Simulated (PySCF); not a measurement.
Structure problem from calculated spectra and properties.

Formula: C7H11O2P.

| Property | Result |
| --- | --- |
| Rotational structure | rotational constants A, B, C: 1.486, 0.864, 0.715 GHz [GFN2-xTB] |
| 1H NMR | chemical shifts (computed TMS as zero) by class: 4.33 (2 H), 3.55 (2 H), 2.17 (3 H), 2.04 (2 H), 1.77 (2 H) ppm [GIAO PBE0/pcSseg-1] |
| 13C NMR | chemical shifts (computed TMS as zero) by class: 109.5 (1 C), 81.6 (1 C), 69.7 (2 C), 38.5 (2 C), 5.3 (1 C) ppm [GIAO PBE0/pcSseg-1] |
| Dipole | 4.72 D [PBE0/pcSseg-1] |
| NMR, other nuclei | isotropic shieldings of nuclei other than C and H, by class: 220 (1 O), 282 (1 O), 340 (1 P) ppm [GIAO PBE0/pcSseg-1] |

Gas-phase values; electronic properties from PySCF, density fitting. Levels stand in brackets. One conformer (not necessarily the lowest) at the GFN2-xTB geometry, without solvent, vibrations or thermal averaging. NMR classes are plain means over equivalent atoms (diastereotopic ones count apart unless rotation or inversion swaps them), as if these changed places fast.

Question: What is the compound? Reason from the data.

Answer: Numbering: `[CH3:1][C:2]#[C:3][P:4]1(=[O:5])[CH2:6][CH2:7][O:8][CH2:9][CH2:10]1`. 7 carbons fall into 5 classes; from least to most shielded: alkyne carbon [C2] (109.5 ppm), alkyne carbon [C3] (81.6 ppm), ring sp3 carbon bound to oxygen [C7/C9] (69.7 ppm, 2 C), ring sp3 carbon bound to phosphorus [C6/C10] (38.5 ppm, 2 C), propargylic carbon [C1] (5.3 ppm). Hydrogen classes from least to most shielded: 2 H on 2 like atoms (sp3 carbon bound to oxygen), C7/C9 (4.33 ppm), 2 H on 2 like atoms (sp3 carbon bound to oxygen), C7/C9 (3.55 ppm), 3 H on a propargylic carbon, C1 (2.17 ppm), 2 H on 2 like atoms (sp3 carbon bound to phosphorus), C6/C10 (2.04 ppm), 2 H on 2 like atoms (sp3 carbon bound to phosphorus), C6/C10 (1.77 ppm). The other shieldings belong to: 220 ppm, phosphoryl oxygen [O5]; 282 ppm, cyclic ether oxygen [O8]; 340 ppm, phosphoryl phosphorus [P4]. By its constants the optimised geometry is an asymmetric top. Structure: `CC#CP1(=O)CCOCC1`. Computed isomers that give other values at the same levels: `C=C[C@@H]1C[P@]1(=O)CC(C)=O` (13C chemical shifts (computed TMS as zero) by class: 209.6 (1 C), 146.6 (1 C), 113.0 (1 C), 45.3 (1 C), 32.0 (1 C), 28.5 (1 C), 19.2 (1 C) ppm); `C=CP1(=O)CCC(=O)CC1` (13C chemical shifts (computed TMS as zero) by class: 214.9 (1 C), 145.0 (1 C), 140.9 (1 C), 39.8 (2 C), 35.5 (2 C) ppm); `CC(=O)P1CCC(=O)CC1` (13C chemical shifts (computed TMS as zero) by class: 230.7 (1 C), 213.8 (1 C), 38.3 (2 C), 32.2 (1 C), 18.2 (2 C) ppm). The assignments are read from this structure; whether some other isomer fits the data as well wasn't checked.
